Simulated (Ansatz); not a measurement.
Consider the formal exchange of groups at the Se–Ge bond: `[CH3][Ge]([CH3])([Cl])[SeH]` + `[SiH3]Br` → `[SeH][SiH2]Br` + `[CH3][GeH]([CH3])[Cl]`.

Program: Ansatz. Geometries: PBE0-D4/def2-TZVP. ΔE: electronic, gas phase. CBS: MP2 limit from def2 TZ/QZ plus the TZ coupled-cluster correction, frozen cores. Functionals use def2-TZVPP. B3LYP here is the variant with VWN-RPA as its local correlation; programs differ in this. For Br, Ge, Se outer-core shells are correlated without core-valence functions, which leaves a few kJ/mol of doubt a bond. Scalar relativity is left out up to krypton. Each species was taken in one conformer, which may not be the lowest.

`[CH3][Ge]([CH3])([Cl])[SeH]`:

```xyz
12

C     1.377   -0.732    0.595
Ge   -0.403   -0.171    0.060
C    -0.488    0.976   -1.503
Cl   -1.475   -1.996   -0.435
Se   -1.517    0.943    1.808
H     1.973    0.142    0.863
H     1.311   -1.399    1.454
H     1.854   -1.263   -0.230
H    -1.527    1.201   -1.742
H    -0.033    0.463   -2.352
H     0.049    1.906   -1.313
H    -1.120   -0.069    2.795
```

`[SiH3]Br`:

```xyz
5

Si    0.106    0.049    0.114
Br   -1.337   -0.610   -1.437
H     1.036    1.026   -0.497
H     0.846   -1.139    0.598
H    -0.651    0.675    1.222
```

`[SeH][SiH2]Br`:

Z-matrix (Å, degrees):
```
Si
Br 1 2.221
Se 1 2.263 2 113.4
H 1 1.479 2 108.3 3 -116.8
H 1 1.479 2 106.6 3 122.6
H 3 1.469 1 92.5 2 70.5
```

`[CH3][GeH]([CH3])[Cl]`:

Cartesian coordinates in Å:
```
C 1.493 0.585 -0.457
Ge -0.405 0.179 -0.534
C -1.093 -0.592 1.111
Cl -0.660 -1.324 -2.083
H 2.053 -0.315 -0.198
H 1.682 1.350 0.298
H 1.839 0.949 -1.424
H -1.237 1.389 -0.996
H -0.523 -1.486 1.367
H -1.007 0.129 1.927
H -2.141 -0.864 0.989
```

Question: Is it downhill or uphill in electronic energy at CCSD(T)/CBS, and by how much? (Estimate.)

Answer: Computed: Uphill: ΔE = +5.0 kJ/mol.

Question: What do these levels give: B97M-V, B3LYP-D4, BHLYP-D4, BLYP, BHLYP, HF/def2-SVP? (Best estimate.)

Answer: Ansatz gave: B97M-V -0.3, B3LYP-D4 8.8, BHLYP-D4 9.3, BLYP 5.2, BHLYP 5.7, HF/def2-SVP 7.5 kJ/mol.

Largest T1 diagnostic among the species: 0.009.

At CCSD(T), def2-SVP lies +4.9 kJ/mol from the extrapolated value and def2-TZVPP +4.1 kJ/mol. Leaving LDA and LC-ωPBE aside and taking each functional with its dispersion term where it has one, the values, not all of them listed here, spread over 9.9 kJ/mol, from B97M-V to BLYP-D4. The D4 term adds +3.8 kJ/mol with B3LYP and +2.4 kJ/mol with PBE0; it sums over pairs of atoms, weighted by their polarisabilities, and B3LYP, whose exchange is more repulsive, gets the larger term.
